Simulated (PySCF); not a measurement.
**Excitation energy of Te⁺ by level of theory**

Te⁺ [Kr] 4d10 5s2 5p3 (4S) → Te⁺ [Kr] 4d10 5s1 5p3 5d1 (6D), as a difference of total energies. Calculation: PySCF 2.14, in aug-cc-pVDZ-PP with ECP28MDF; a scalar-relativistic core potential. Correlated levels: valence: 4s2 4p6 4d10 frozen. The calculations carry no spin-orbit coupling.

```csv
method,excitation energy (eV)
UHF,15.849
LDA,18.752
PBE,18.272
PBE0,17.929
r2SCAN,17.846
TPSS,18.100
r2SCANh,17.776
r2SCAN0,17.673
MP2 (valence),16.834
SCS-MP2 (valence),17.003
```

Question: How much does correlation contribute at MP2 (valence)?

Answer: 16.834 − (15.849) = 0.985 eV, measured against UHF.

The promoted electron is Rydberg-like, and one or two diffuse shells describe it only roughly, which tends to raise the upper state.
